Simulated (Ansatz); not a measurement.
`N[SiH2]B(N)O` + `B[S][GeH3]` → `N[SiH2][S][GeH3]` + `BB(N)O`  (redistribution)

Calculated with Ansatz (gas phase, PBE0-D4/def2-TZVP geometries, no zero-point term in ΔE). CBS: MP2 limit from def2 TZ/QZ plus the TZ coupled-cluster correction, frozen cores. Functionals use def2-TZVPP. For Ge outer-core shells are correlated without core-valence functions, which leaves a few kJ/mol of doubt a bond. Scalar relativity is left out up to krypton. One conformer a species, not always the lowest.

Problem. Is it downhill or uphill in electronic energy at CCSD(T)/CBS, and by how much? (Best estimate.)

Solution. The calculation gave: Uphill: ΔE = +31.8 kJ/mol.

Problem. What do these levels give: BLYP-D4, r2SCANh, CCSD/def2-SVP, CCSD(T)/def2-SVP, SCS-MP2/def2-TZVPP, HF/def2-QZVPP? (An estimate is asked.)

Solution. Ansatz gave: BLYP-D4 42.2, r2SCANh 38.0, CCSD/def2-SVP 49.2, CCSD(T)/def2-SVP 53.3, SCS-MP2/def2-TZVPP 32.7, HF/def2-QZVPP 18.2 kJ/mol.

Largest T1 diagnostic among the species: 0.014.

Leaving LDA and LC-ωPBE aside and taking each functional with its dispersion term where it has one, the values, not all of them listed here, spread over 16.1 kJ/mol, from BHLYP-D4 to PBE-D4. LDA lies +6.1 kJ/mol from PBE without D4. From r2SCAN to r2SCAN0 (25 % exact exchange), in def2-TZVPP and without D4, ΔE moves by −3.6 kJ/mol. At CCSD(T), def2-SVP lies +21.5 kJ/mol from the extrapolated value and def2-TZVPP +5.7 kJ/mol.
